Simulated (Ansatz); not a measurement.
Several settings on one geometry of NbSe(OH)3 (NbSeO3H3) (that of the charge 0 singlet, r2SCAN-D4/def2-SVP). Ansatz on 4 threads of Intel Xeon on a shared host; times are rough.

| atom | x (Å) | y (Å) | z (Å) |
| --- | --- | --- | --- |
| Nb1 | 0.0000 | 0.0006 | 0.0370 |
| Se2 | 0.0323 | 0.0255 | 2.3343 |
| O3 | 1.7408 | 0.2746 | -0.6376 |
| H4 | 2.5990 | 0.4149 | -0.2189 |
| O5 | -1.1272 | 1.3682 | -0.6105 |
| H6 | -1.6655 | 2.0439 | -0.1802 |
| O7 | -0.6399 | -1.6623 | -0.5839 |
| H8 | -0.9397 | -2.4653 | -0.1402 |

Totals from different functionals, basis sets or treatments of relativity can't be compared as stabilities.

In the def2 sets Nb takes a core potential; there is no spin–orbit coupling.

The spins typed aren't always the lowest for that charge.

Q: Give the basis size and estimate the energy, ⟨S²⟩, dipole and time of these runs.

| run | method | charge | state | further keys |
| --- | --- | --- | --- | --- |
| 1 | RKS PBE0-D3(BJ)/def2-mTZVPP | 0 | singlet | scf: {lower_state_search: light}; forces asked |
| 2 | RKS PBE-D3(BJ)-ATM/def2-SVP | 0 | singlet | scf: {omitted_lower_state_checks: [starts]} |
| 3 | RKS PBE-D4/def2-SVPD | 0 | singlet | scf: {omitted_lower_state_checks: [starts]}; forces asked |
| 4 | UKS B97M-V/def2-mTZVP | -1 | doublet | scf: {omitted_lower_state_checks: [starts]} |

A: 
| run | functions | energy (Eh) | ⟨S²⟩ | dipole (D) | wall time |
| --- | --- | --- | --- | --- | --- |
| 1 | 156 | -2685.7855 | – | 0.40 | 5.5 s |
| 2 | 120 | -2685.2100 | – | – | 2 s |
| 3 | 168 | -2685.2388 | – | 0.38 | 3.8 s |
| 4 | 150 | -2685.8111 | 0.76 | – | 59 s |

The highest occupied level of an anion often lies above zero with these methods, and sets without diffuse functions describe the outer electron poorly.
